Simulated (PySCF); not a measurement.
Two species compared at the same levels of theory.

First species: CH₇FGeSi.
SMILES: `C[Si@@H]([GeH3])F`

Second species: C₇H₁₀N₂.
Cartesian coordinates in Å at the PBE0-D3(BJ)/def2-SVP level; atoms count from 1:
```xyz
19
C7H10N2 angstrom
C     -1.6421   -1.6751    0.1217
C     -1.4456   -0.2117   -0.0593
C     -2.3580    0.8323   -0.0616
C     -1.5783    1.9877   -0.2654
N     -0.2937    1.6873   -0.3861
N     -0.2285    0.3616   -0.2665
C      1.0390   -0.3039   -0.2805
C      2.1290    0.1614    0.6399
C      2.2285    0.4025   -0.8385
H     -2.7047   -1.8855    0.2988
H     -1.3335   -2.2482   -0.7678
H     -1.0748   -2.0641    0.9824
H     -3.4352    0.7546    0.0653
H     -1.9017    3.0261   -0.3337
H      0.9343   -1.3745   -0.4654
H      2.7706   -0.5905    1.1066
H      1.8869    1.0259    1.2634
H      2.0483    1.4225   -1.1846
H      2.9386   -0.1836   -1.4272
```

Levels: PBE0/def2-SVPD for dipole moment, HOMO energy, LUMO energy, HOMO–LUMO gap, static isotropic polarisability and electronic spatial extent ⟨r²⟩ about the centre of nuclear charge; TDDFT PBE0/def2-SVPD for lowest singlet excitation; TDA PBE0/def2-SVPD for lowest triplet excitation (Tamm–Dancoff); ΔSCF PBE0/def2-SVPD for vertical ionisation energy; PBE0-D3(BJ)/def2-SVP for rotational constant A and rotational constant C. Geometries: PBE0-D3(BJ)/def2-SVP. Each species is one conformer at its optimised geometry, gas phase, non-relativistic unless stated. Electronic properties by PySCF.

The conformers computed, where there is a choice (atom-mapped SMILES and torsion angles):
- `[CH3:1][c:2]1[cH:3][cH:4][n:5][n:6]1[CH:7]1[CH2:8][CH2:9]1`: N5–N6–C7–C8 52°

```
                                                         property   column X    column Y
                                                    dipole moment     1.83 D      2.56 D
                                                      HOMO energy   -8.09 eV    -6.73 eV
                                                      LUMO energy   -0.15 eV     0.48 eV
                                                    HOMO–LUMO gap    7.94 eV     7.21 eV
                                        lowest singlet excitation    6.63 eV     6.25 eV
                         lowest triplet excitation (Tamm–Dancoff)    5.85 eV     4.55 eV
                                  static isotropic polarisability    73.9 au     93.3 au
                                       vertical ionisation energy   10.09 eV     8.49 eV
electronic spatial extent ⟨r²⟩ about the centre of nuclear charge  806 bohr²  1172 bohr²
                                            rotational constant A  5.572 GHz   2.924 GHz
                                            rotational constant C  1.440 GHz   1.053 GHz
```

Task: Which column belongs to which species?

Result: Column X is the first species and column Y the second. The first has 11 atoms and 68 electrons, the second 19 and 66.

Task: How does each property change from the first species to the second?

Result: dipole moment +0.73 D; HOMO energy +1.36 eV; LUMO energy +0.63 eV; HOMO–LUMO gap -0.73 eV; lowest singlet excitation -0.38 eV; lowest triplet excitation (Tamm–Dancoff) -1.30 eV; static isotropic polarisability +19.4 au; vertical ionisation energy -1.60 eV; electronic spatial extent ⟨r²⟩ about the centre of nuclear charge +366 bohr²; rotational constant A -2.648 GHz; rotational constant C -0.387 GHz.

On the first: In atomic units the dipole is 0.72 e·bohr (1 au = 2.5417 D). The polarisability is 10.95 Å³ as a volume (1 au = 0.148185 Å³), or 1.09 au for each of the 68 electrons. The calculation is non-relativistic and has no spin–orbit coupling, an omission that weighs most on germanium.

On the second: The 10 singlets span 6.25 to 7.31 eV, and their oscillator strengths add up to 0.35. S1 lies 0.96 eV below the HOMO–LUMO gap; its leading configuration is HOMO→LUMO, weight 0.80.
